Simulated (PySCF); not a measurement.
Vertical excitations of a molecule C₄H₅FO from TDA-B3LYP/def2-SVPD in PySCF 2.14.0, as energy in eV (oscillator strength): 5.40 (0.002), 5.85 (0.002), 6.07 (0.144), 6.38 (0.003), 6.48 (0.003), 6.87 (0.018), 7.17 (0.073), 7.71 (0.010), 8.27 (0.016), 8.41 (0.016). Lowest triplet (TDA): 3.81 eV. Coordinates come from a PBE-D3(BJ)/def2-SVP optimisation. The geometry has at least one imaginary mode, so it is a saddle point at that level. One conformer was computed; it need not be the lowest.

Q: Which molecule gave these data?
A. CC1=C(F)CO1
B. O=CC1(F)CC1
C. CC1=C(F)OC1
D. FC1=COCC1

A: D, FC1=COCC1
